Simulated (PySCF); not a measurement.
C3H5BO2, SMILES C=CB(O)C=O. Atoms are numbered in the order given.

```xyz
11

C      0.0117     2.5541     0.0000
C      0.7011     1.3972     0.0000
B     -0.0041     0.0165     0.0000
O     -1.3486    -0.1042     0.0000
C      0.7519    -1.4179     0.0000
O      0.0615    -2.4253     0.0000
H     -1.0850     2.5509     0.0000
H      0.5005     3.5356     0.0000
H      1.7990     1.4514     0.0000
H     -1.5590    -1.0599     0.0000
H      1.8728    -1.5245     0.0000
```

The structure is a stationary point at r2SCAN-D4/def2-SVP. This is a generated structure with no PubChem entry under its InChIKey; it may be hypothetical. The values are those of a single conformer.

Two levels are set side by side: PBE/pcSseg-1 (PySCF) and B3LYP/pcSseg-1 (PySCF). GIAO shifts against BF3 (¹¹B), H2O (¹⁷O), TMS (¹H), TMS (¹³C) at the same level; non-relativistic, no solvent, atoms listed together averaged. Differences are taken from unrounded values.

```json
[
 {"quantity": "δ(¹³C) of C1 (ppm)", "B3LYP": "159.2"},
 {"quantity": "δ(¹³C) of C2 (ppm)", "B3LYP": "141.3"},
 {"quantity": "δ(¹¹B) of B3 (ppm)", "B3LYP": "13.4"},
 {"quantity": "δ(¹⁷O) of O4 (ppm)", "B3LYP": "163.9"},
 {"quantity": "δ(¹³C) of C5 (ppm)", "B3LYP": "244.2"},
 {"quantity": "δ(¹⁷O) of O6 (ppm)", "B3LYP": "876.6"},
 {"quantity": "δ(¹H) of H9 (ppm)", "B3LYP": "6.88"},
 {"quantity": "δ(¹H) of H10 (ppm)", "B3LYP": "7.28"},
 {"quantity": "δ(¹H) of H11 (ppm)", "B3LYP": "11.53"}
]
```

### Question
What does PBE give, and how far is it from B3LYP? (Estimate from the structure and the level; the computed values follow.)

### Answer

```csv
quantity,PBE,PBE minus B3LYP
δ(¹³C) of C1 (ppm),157.5,-1.8
δ(¹³C) of C2 (ppm),141.4,0.1
δ(¹¹B) of B3 (ppm),10.5,-2.9
δ(¹⁷O) of O4 (ppm),177.2,13.3
δ(¹³C) of C5 (ppm),244.1,-0.1
δ(¹⁷O) of O6 (ppm),865.1,-11.5
δ(¹H) of H9 (ppm),7.06,0.18
δ(¹H) of H10 (ppm),7.37,0.09
δ(¹H) of H11 (ppm),11.84,0.31
```

Rough cost on one machine, each run with all the roots and properties that it gave: B3LYP against PBE within a factor of 2.
